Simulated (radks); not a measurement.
The fluorine anion F-, [Ne], held by a Watson sphere: a shell of charge +0.73 at radius R that stands for the Madelung well of a crystal (potential energy -0.73/R inside, -0.73/r outside, in hartree with lengths in bohr). Calculated with a radial shooting solver on a logarithmic mesh with Libxc functionals: non-relativistic Kohn-Sham, LDA (Slater exchange, VWN5 correlation), spin-polarised, spherical densities, point nucleus. Response by self-consistent Sternheimer equations with the Hartree and adiabatic LDA kernel. The sphere does not respond.

R (bohr)  e(1s) (eV)  e(2s) (eV)  e(2p) (eV)  <r> 2p (bohr)  sum of <r^2> (bohr^2)  X-ray form factor at sin(theta)/lambda = 0.3 1/angstrom  alpha (bohr^3)
1.71         -650.94     -24.813      -6.822          1.216                  14.95                                                    5.114           8.104
1.72         -650.94     -24.789      -6.802          1.217                  14.97                                                    5.113           8.145
1.82         -650.88     -24.546      -6.598          1.225                  15.18                                                    5.099           8.559
2.55         -650.15     -23.067      -5.257          1.268                  16.43                                                    5.050           11.84
2.9          -649.75     -22.514      -4.721          1.281                  16.87                                                    5.043           13.48
2.92         -649.72     -22.484      -4.693          1.282                  16.90                                                    5.043           13.57
3.06         -649.56     -22.287      -4.499          1.287                  17.05                                                    5.042           14.23
3.45         -649.15     -21.795      -4.010          1.297                  17.43                                                    5.039           16.03
3.86         -648.75     -21.353      -3.568          1.305                  17.75                                                    5.038           17.85
